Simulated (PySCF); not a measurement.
**TlS: energy against distance**

Set-up: basis Tl def2-SVPD with ECP60, S def2-SVPD; scalar-relativistic core potentials; PySCF 2.14. Energies in eV from Tl + S in their ground configurations at the same level. All curves are PBE0. state 1: ²Π (doublet), unpaired electrons π ↑; state 2: ²Σ⁺ (doublet), unpaired electrons σ ↑, a second solution, started from another occupation; state 3: quartet, unpaired electrons σ ↑, π ↑↑, a mixture of terms (⟨Lz²⟩ = 2.0), a second solution, started from another occupation.

```csv
R (Å),state 1,state 2,state 3
2.271,-2.326,-2.677,0.6850
2.377,-2.733,-2.793,0.3427
2.482,-2.954,-2.791,0.1405
2.562,-3.030,-2.739,0.0491
2.641,-3.049,-2.660,-0.0080
2.720,-3.025,-2.561,-0.0419
2.826,-2.944,-2.410,-0.0643
2.958,-2.790,-2.205,-0.0717
3.116,-2.564,-1.953,-0.0669
3.328,-2.238,-1.628,-0.0533
```

Task: Put a parabola through the three lowest points of the state 1 curve and estimate Re, k and ωe (reduced mass 27.66 u; 1 eV/Å² = 0.16022 mdyn/Å; ωe = 1302.8·√(k/μ) cm⁻¹).

Result: Through R = 2.562, 2.641, 2.72 Å the second-order coefficient is 3.44 eV/Å², so Re ≈ 2.636 Å, k ≈ 1.10 mdyn/Å and ωe ≈ 260 cm⁻¹. A polynomial fit of higher order to the unrounded PBE0 energies gives Re = 2.633 Å, k = 1.13 mdyn/Å, ωe = 264 cm⁻¹; anharmonicity and rounding make the difference.

The higher-order fit for each curve: state 1: Re = 2.633 Å, ωe = 264 cm⁻¹, De = 3.05 eV; state 2: Re = 2.425 Å, ωe = 286 cm⁻¹, minimum 2.80 eV below the ground-state fragments; state 3: Re = 2.963 Å, ωe = 74.9 cm⁻¹, minimum 0.072 eV below the ground-state fragments.

Spin–orbit coupling is left out, which matters for elements this heavy, above all for dissociation energies. Counting both spins, an empty level lies below a filled one in some of these solutions, because spin and occupation are held. The state was picked by a PBE0 search and need not be the measured ground state.
